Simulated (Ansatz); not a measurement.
Program: Ansatz. Geometries: PBE0-D4/def2-TZVP. ΔE: electronic, gas phase. CBS: MP2 limit from def2 TZ/QZ plus the TZ coupled-cluster correction, frozen cores. This one scheme is used for every species. Functionals use def2-TZVPP. B3LYP here is the variant with VWN-RPA as its local correlation; programs differ in this. HSE06 is defined as in plane-wave codes. Each species was taken in one conformer, which may not be the lowest.

Consider the ligand exchange at the Al–C bond: `[CH3][AlH][SiH2]Cl` + `N[SiH3]` → `[SiH3][NH][AlH][SiH2]Cl` + CH₄.

`[CH3][AlH][SiH2]Cl`:

Cartesian coordinates in Å:
```
C -1.008 0.210 -1.597
Al -0.462 -0.828 -0.042
Si 1.155 0.104 1.571
Cl 1.745 1.996 0.935
H -0.497 1.173 -1.661
H -2.087 0.399 -1.571
H -0.813 -0.344 -2.521
H -1.041 -2.286 0.225
H 0.606 0.275 2.946
H 2.402 -0.699 1.714
```

`N[SiH3]`:

```xyz
7

N    -0.676    0.481   -0.670
Si    0.357   -0.249    0.495
H    -1.323   -0.090   -1.190
H    -0.328    1.234   -1.242
H    -0.478   -1.114    1.367
H     1.459   -1.099   -0.049
H     0.988    0.836    1.290
```

`[SiH3][NH][AlH][SiH2]Cl`:

```xyz
12

Si    1.486   -0.851    0.990
N     1.078   -0.838   -0.690
Al   -0.241    0.037   -1.507
Si   -1.762    1.335   -0.077
Cl   -2.703   -0.016    1.196
H     0.610    0.144    1.659
H     2.910   -0.473    1.209
H     1.276   -2.184    1.618
H     1.666   -1.420   -1.274
H    -0.370   -0.116   -3.080
H    -2.847    2.027   -0.826
H    -1.103    2.355    0.782
```

CH₄:

Z-matrix (Å, degrees):
```
C
H 1 1.090
H 1 1.090 2 109.5
H 1 1.090 2 109.5 3 -120.0
H 1 1.090 2 109.5 3 120.0
```

| level | ΔE (kJ/mol) | difference from CCSD(T)/CBS |
| --- | --- | --- |
| LDA (SPW92) | -110.3 | 7.3 |
| PBE-D4 | -111.2 | 6.4 |
| revPBE-D4 | -112.5 | 5.1 |
| r2SCAN-D4 | -116.8 | 0.8 |
| B97M-V | -116.7 | 0.9 |
| PBE0-D4 | -111.9 | 5.7 |
| B3LYP-D4 | -119.6 | -2.0 |
| r2SCANh-D4 | -116.5 | 1.1 |
| r2SCAN0-D4 | -116.2 | 1.4 |
| HSE06-D4 | -111.7 | 5.9 |
| BHLYP-D4 | -122.5 | -4.9 |
| CAM-B3LYP-D4 | -118.2 | -0.6 |
| ωB97X-V | -114.4 | 3.2 |
| ωB97M-V | -114.3 | 3.3 |
| B2PLYP | -115.8 | 1.8 |
| PBE-QIDH | -114.1 | 3.5 |
| PBE | -105.2 | 12.4 |
| BLYP | -108.4 | 9.2 |
| r2SCAN | -115.0 | 2.6 |
| B3LYP | -110.0 | 7.6 |
| r2SCANh | -114.6 | 3.0 |
| r2SCAN0 | -114.0 | 3.6 |
| HSE06 | -106.3 | 11.3 |
| BHLYP | -113.2 | 4.4 |
| CAM-B3LYP | -112.1 | 5.5 |
| LC-ωPBE | -107.3 | 10.3 |
| HF/def2-SVP | -119.9 | -2.3 |
| MP2/def2-SVP | -129.7 | -12.1 |
| CCSD/def2-SVP | -126.7 | -9.1 |
| CCSD(T)/def2-SVP | -128.6 | -11.0 |
| HF/def2-TZVPP | -114.0 | 3.6 |
| MP2/def2-TZVPP | -121.7 | -4.1 |
| SCS-MP2/def2-TZVPP | -121.2 | -3.6 |
| CCSD/def2-TZVPP | -117.4 | 0.2 |
| CCSD(T)/def2-TZVPP | -119.1 | -1.5 |
| HF/def2-QZVPP | -114.3 | 3.3 |
| MP2/def2-QZVPP | -121.0 | -3.4 |
| HF/CBS(def2) | -114.3 | 3.3 |
| MP2/CBS(def2) | -120.3 | -2.7 |
| CCSD/CBS(def2) | -116.0 | 1.6 |
| CCSD(T)/CBS | -117.6 | 0 |

Largest T1 diagnostic among the species: 0.012.

Leaving LDA and LC-ωPBE aside and taking each functional with its dispersion term where it has one, the values spread over 11.3 kJ/mol, from BHLYP-D4 to PBE-D4. LDA lies −5.0 kJ/mol from PBE without D4. The D4 term adds −9.6 kJ/mol with B3LYP and −5.5 kJ/mol with PBE0; it sums over pairs of atoms, weighted by their polarisabilities, and B3LYP, whose exchange is more repulsive, gets the larger term. At CCSD(T), def2-SVP lies −11.0 kJ/mol from the extrapolated value and def2-TZVPP −1.5 kJ/mol.
